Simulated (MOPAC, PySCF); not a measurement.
C7H14OSi, SMILES `O=C[C@H]1CC[C@@H]([SiH3])CC1` (O–C–C–C torsion 133°), neutral singlet in the gas phase. 

Cartesian coordinates (Å):
```xyz
23

O     -2.2879     0.1034     2.0699
C     -2.4229     0.1107     0.8628
C     -1.6556    -0.7555    -0.1234
C     -1.1219     0.0949    -1.2958
C      0.0818     0.9508    -0.8760
C      1.2023     0.0957    -0.2502
Si     2.7081     1.1497     0.2456
C      0.6607    -0.7263     0.9372
C     -0.5501    -1.5858     0.5421
H     -3.1894     0.7888     0.3682
H     -2.4412    -1.4350    -0.5348
H     -0.8212    -0.5863    -2.1206
H     -1.9334     0.7384    -1.7009
H     -0.2505     1.7149    -0.1359
H      0.4618     1.5170    -1.7525
H      1.5695    -0.6138    -1.0303
H      2.3127     2.1567     1.2950
H      3.2467     1.8933    -0.9496
H      3.8012     0.2773     0.8051
H      1.4578    -1.3766     1.3551
H      0.3570    -0.0399     1.7572
H     -0.2258    -2.3778    -0.1670
H     -0.9595    -2.0947     1.4383
```
Charge 0, spin multiplicity 1.

All levels are single points at this geometry (PBE-D3(BJ)/def2-SVP); Pople sets use spherical d functions. Orbital energies aren't observables, and empty levels follow the basis.

HF/STO-3G in PySCF gives dipole (D) = 1.87.

Task: Estimate the dipole (D) from each of these levels: PBE-D3(BJ)/def2-TZVP in PySCF; B3LYP/6-311+G** in PySCF; B3LYP/LANL2DZ in PySCF; BP86/6-31G* in PySCF; M06-2X/6-31G* in PySCF; PBE/6-31G* in PySCF; SVWN5/6-31G* in PySCF; HF/3-21G in PySCF; HF/6-31G* in PySCF; AM1 in MOPAC; PM3 in MOPAC; PM6 in MOPAC.

Result: 
| level | dipole (D) |
|---|---|
| PBE-D3(BJ)/def2-TZVP in PySCF | 2.86 |
| B3LYP/6-311+G** in PySCF | 3.06 |
| B3LYP/LANL2DZ in PySCF | 3.26 |
| BP86/6-31G* in PySCF | 2.72 |
| M06-2X/6-31G* in PySCF | 2.81 |
| PBE/6-31G* in PySCF | 2.71 |
| SVWN5/6-31G* in PySCF | 2.77 |
| HF/3-21G in PySCF | 3.16 |
| HF/6-31G* in PySCF | 3.22 |
| AM1 in MOPAC | 2.50 |
| PM3 in MOPAC | 2.47 |
| PM6 in MOPAC | 3.26 |
